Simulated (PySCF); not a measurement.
# What the low excited states add to the polarisability

Species: C6H4F4O.
SMILES with atom numbers: `[F:1][C:2]1=[CH:3][C@@H:4]([C:5]([F:6])=[C:7]([F:8])[F:9])[O:10][CH2:11]1` (hydrogens: H12 on C3; H13 on C4; H14, H15 on C11)

Method used: TDDFT CAM-B3LYP/def2-SVPD, vertical, gas phase, core orbitals frozen in the response in PySCF 2.14.0, density-fitted response routines. One conformer (not necessarily the lowest) at the PBE0-D3(BJ)/def2-SVP geometry, without solvent, vibrations or thermal averaging. Torsions of this conformer, `[F:1][C:2]1=[CH:3][C@@H:4]([C:5]([F:6])=[C:7]([F:8])[F:9])[O:10][CH2:11]1`: C3–C4–C5–F6 -114°.

Computed singlets:

```tsv
state	E (eV)	f
S1	6.58	0.019
S2	6.65	0.038
S3	6.85	0.115
S4	7.00	0.031
S5	7.08	0.167
S6	7.11	0.015
```

How much of the mean static polarisability do these states give, one by one?

Each state adds f / ΔE² (ΔE in hartree, 27.2114 eV).

| state | f/ΔE² (au) | running sum (au) | running share of α (%) |
| --- | --- | --- | --- |
| S1 | 0.33 | 0.33 | 0.5 |
| S2 | 0.64 | 0.97 | 1.3 |
| S3 | 1.81 | 2.78 | 3.8 |
| S4 | 0.48 | 3.25 | 4.4 |
| S5 | 2.47 | 5.73 | 7.8 |
| S6 | 0.21 | 5.94 | 8.1 |

The full response gives 73.23 au (10.85 Å³), so 67.3 au comes from the higher roots of the same equations.

By how much does the contribution of these states grow at 1064 nm?

With ω = 0.0428 hartree each state's term in the mean polarisability goes from f / ΔE² to f / (ΔE² − ω²); the sum over all 6 states goes from 5.94 to 6.11 au, a rise of 0.17 au. The full frequency-dependent response rises by 0.56 au, from 73.23 to 73.80 au.

The largest single term belongs to S5, which also has the largest f.
